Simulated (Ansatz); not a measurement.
Cartesian coordinates in Å:
```
O -0.503 -1.059 1.238
C -0.144 -0.297 0.353
Si 0.958 -0.926 -1.098
B -0.664 1.239 0.506
O -1.417 1.453 1.587
H 1.259 -2.368 -0.937
H 2.207 -0.117 -1.107
H 0.227 -0.672 -2.369
H -0.424 2.133 -0.250
H -1.500 0.614 2.075
```

The species carries charge 0 and has multiplicity 1.

**Question.** List the r2SCAN/def2-TZVPP orbital energies in eV (the Gaussian-basis code of Ansatz). (Estimate.)

**Answer.** Ansatz gave: Occupied: -1791.20, -516.78, -516.55, -275.33, -181.19, -141.71, -96.57, -96.56, -96.56, -28.21, -27.43, -16.27, -14.59, -13.81, -12.21, -11.12, -10.87, -10.00, -9.50, -9.29, -9.09, -8.87, -5.79. Lowest empty: -3.59, -0.25, 0.06, 0.30, 1.32, 1.38, 1.62, 2.85.
